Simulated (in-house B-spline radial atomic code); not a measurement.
Inner levels of scandium as electrons are removed. A shift is the extra binding of the orbital against the neutral atom ([Ar] 3d1 4s2). The density at the nucleus is averaged over the nuclear charge. Computed with an all-electron radial atomic-structure program (B-spline basis): Dirac-Hartree-Fock, average of the configuration, finite nuclei.

```json
{"ion": "Sc14+", "configuration": "[He] 2s2 2p3", "shift of 1s1/2 (eV)": "583.34", "radius of 1s1/2 (bohr)": "0.072632", "Σ<r²> (bohr²)": "0.54039", "change of density at nucleus (bohr⁻³)": "34.545"}
{"ion": "Sc15+", "configuration": "[He] 2s2 2p2", "shift of 1s1/2 (eV)": "?", "radius of 1s1/2 (bohr)": "?", "Σ<r²> (bohr²)": "?", "change of density at nucleus (bohr⁻³)": "?"}
{"ion": "Sc16+", "configuration": "[He] 2s2 2p1", "shift of 1s1/2 (eV)": "807.22", "radius of 1s1/2 (bohr)": "0.072391", "Σ<r²> (bohr²)": "0.32608", "change of density at nucleus (bohr⁻³)": "104.16"}
{"ion": "Sc17+", "configuration": "[He] 2s2", "shift of 1s1/2 (eV)": "925.6", "radius of 1s1/2 (bohr)": "0.072256", "Σ<r²> (bohr²)": "0.23264", "change of density at nucleus (bohr⁻³)": "141.57"}
{"ion": "Sc18+", "configuration": "[He] 2s1", "shift of 1s1/2 (eV)": "?", "radius of 1s1/2 (bohr)": "?", "Σ<r²> (bohr²)": "?", "change of density at nucleus (bohr⁻³)": "?"}
{"ion": "Sc19+", "configuration": "1s2", "shift of 1s1/2 (eV)": "1138.92", "radius of 1s1/2 (bohr)": "0.07217", "Σ<r²> (bohr²)": "0.013949", "change of density at nucleus (bohr⁻³)": "-561.22"}
{"ion": "Sc20+", "configuration": "1s1", "shift of 1s1/2 (eV)": "1494.58", "radius of 1s1/2 (bohr)": "0.070866", "Σ<r²> (bohr²)": "0.0067093", "change of density at nucleus (bohr⁻³)": "-3766.89"}
```

Task: Fill in the row of Sc15+.

Result: shift of 1s1/2 (eV): 693.12; radius of 1s1/2 (bohr): 0.072516; Σ<r²> (bohr²): 0.42831; change of density at nucleus (bohr⁻³): 68.493.

Task: Fill in the row of Sc18+.

Result: shift of 1s1/2 (eV): 1030.92; radius of 1s1/2 (bohr): 0.072241; Σ<r²> (bohr²): 0.1201; change of density at nucleus (bohr⁻³): -198.2.
